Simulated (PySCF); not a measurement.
An equivalent PySCF input for Cu⁺ (copper, charge +1), [Ar] 3d10, closed-shell 1S, with no relativity, point nucleus:

```python
from pyscf import gto, scf, dft, mp, cc
import basis_set_exchange as bse
mol = gto.M(atom="Cu 0 0 0", charge=1, spin=0, symmetry="D2h",
            basis=gto.basis.parse(bse.get_basis("6-31G*", elements=["Cu"], fmt="nwchem", header=False)))
mf = dft.UKS(mol, xc="TPSS")
mf.irrep_nelec = {'Ag': (5, 5), 'B1g': (1, 1), 'B2g': (1, 1), 'B3g': (1, 1), 'B1u': (2, 2), 'B2u': (2, 2), 'B3u': (2, 2)}
mf.kernel()
```

It reaches the same state as the run whose output follows, with an energy that differs only through the grid. The run itself started from symmetry-adapted Hartree-Fock orbitals and held the occupation by maximum overlap, on a logarithmic radial grid, so the iterations belong to that start.

```
SCF conv_tol = 1e-09
number electrons alpha = 14  beta = 14
XC functionals = TPSS
    J. Tao, J. P. Perdew, V. N. Staroverov, and G. E. Scuseria.,  Phys. Rev. Lett. 91, 146401 (2003)
    J. P. Perdew, J. Tao, V. N. Staroverov, and G. E. Scuseria.,  J. Chem. Phys. 120, 6898 (2004)
    J. Tao, J. P. Perdew, V. N. Staroverov, and G. E. Scuseria.,  Phys. Rev. Lett. 91, 146401 (2003)
    J. P. Perdew, J. Tao, V. N. Staroverov, and G. E. Scuseria.,  J. Chem. Phys. 120, 6898 (2004)
cycle= 1 E= -1639.82765457352  delta_E= 0.00239  |g|= 0.153  |ddm|= 0.0754
cycle= 2 E= -1639.82167876722  delta_E= 0.00598  |g|= 0.236  |ddm|= 0.116
cycle= 3 E= -1639.83193041337  delta_E= -0.0103  |g|= 0.000669  |ddm|= 0.0707
cycle= 4 E= -1639.8319304952  delta_E= -8.18e-08  |g|= 1.7e-06  |ddm|= 0.000199
cycle= 5 E= -1639.8319304952  delta_E= -6.82e-13  |g|= 1.38e-08  |ddm|= 5.06e-07
converged SCF energy = -1639.8319304952  <S^2> = -3.5527137e-15  2S+1 = 1
```
